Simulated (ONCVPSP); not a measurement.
**Scattering properties, ONCV potential for Tb (Z = 65)**

Tb (Z = 65), optimised norm-conserving Vanderbilt (ONCV), made with ONCVPSP 4.0.1 (PBE, scalar-relativistic). Core [Kr] 4d10 4f8, reference 5s2 5p6 5d1 6s1.5 6p0.5. Waves: 5s+6s: rc 2.35 bohr, ncon 4, nbas 8, qcut 6.1 1/bohr, 2 projectors; 5p+6p: rc 2.10 bohr, ncon 4, nbas 7, qcut 7.2 1/bohr, 3 projectors, debl 1.9 Ha; 5d: rc 2.70 bohr, ncon 4, nbas 9, qcut 6.9 1/bohr, 2 projectors, debl 2.9 Ha. Local part: polynomial inside 1.75 bohr (lpopt 5, dvloc0 0 Ha). Core correction: Teter function fitted to the true core (icmod 2), fcfact 0.25.

The phase is arctan(r·R′/R) of the radial function R(r), unwrapped; energies in Ha, scanned from -3 to 5 Ha. A pole is an energy at which the radial function vanishes at the test radius. The pseudo phase is shifted by a multiple of π to meet the all-electron one at the reference energy, and phase errors are pseudo minus all-electron; the curves can meet again beyond the range given. Levels narrower than the energy grid can be missing from the lists of poles.

**Question.** For each channel, where are the poles, and over which energies does the pseudopotential scatter like the atom?

**Answer.**

```
channel  radius (bohr)  reference energy (Ha)  poles, all-electron  poles, pseudo  unbroken range about the reference energy with phases within 0.05 rad  phase error 1 Ha above the reference energy (rad)
      s           2.39                  -0.17          -1.80, 2.66    -1.80, 2.59                                                              below 3.6                                             -0.001
      p           2.13                  -0.06                -0.54          -0.54                                                        the whole range                                             +0.000
      d           2.74                  -0.11           0.35, 3.53     0.34, 3.53                                                        the whole range                                             -0.001
```

Phases in the s channel:

| E (Ha) | all-electron | pseudo |
| --- | --- | --- |
| -2.98 | 1.294 | 1.294 |
| -2.54 | 1.204 | 1.204 |
| -2.10 | 0.327 | 0.327 |
| -1.66 | -1.677 | -1.677 |
| -1.22 | -1.835 | -1.835 |
| -0.78 | -1.980 | -1.980 |
| -0.34 | -2.259 | -2.259 |
| 0.10 | -3.062 | -3.062 |
| 0.54 | -4.047 | -4.048 |
| 0.98 | -4.397 | -4.399 |
| 1.42 | -4.542 | -4.543 |
| 1.86 | -4.622 | -4.625 |
| 2.30 | -4.676 | -4.681 |
| 2.74 | -4.720 | -4.729 |
| 3.18 | -4.760 | -4.779 |
| 3.62 | -4.804 | -4.853 |
| 4.06 | -4.862 | -5.089 |
| 4.50 | -4.955 | -7.489 |
| 4.94 | -5.174 | -7.816 |
